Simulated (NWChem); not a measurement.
C₄H₇F; SMILES C=C(F)CC

```xyz
12

C     -0.8496     1.6365    -0.2472
C     -0.0701     0.5996     0.0958
F      1.2804     0.7360     0.0585
C     -0.4856    -0.7734     0.5281
C      0.0596    -1.8819    -0.3833
H     -0.4068     2.5961    -0.5485
H     -1.9422     1.5341    -0.2250
H     -1.5923    -0.8071     0.5769
H     -0.1147    -0.9348     1.5653
H      1.1650    -1.8358    -0.4361
H     -0.2243    -2.8833    -0.0041
H     -0.3335    -1.7786    -1.4148
```
Atoms are numbered in this order, from 1.

Computed with NWChem. Pople sets run with spherical d functions. The geometry was optimised at PBE-D3(BJ)/def2-SVP. Total energies compare along this basis series because the functional is fixed.

```csv
level,basis functions,energy (Ha),highest occupied level (eV),orbital gap (eV),dipole (D)
Hartree-Fock/STO-3G,32,-251.6967,-7.80,16.35,1.06
Hartree-Fock/3-21G,59,-253.5656,-9.81,14.71,1.83
Hartree-Fock/6-31G*,84,-254.9562,-9.73,14.65,1.66
Hartree-Fock/6-31+G*,104,-254.9653,-9.91,12.03,1.84
Hartree-Fock/6-311G**,132,-255.0267,-9.87,13.87,1.78
Hartree-Fock/6-311++G**,159,-255.0311,-9.94,11.07,1.88
```
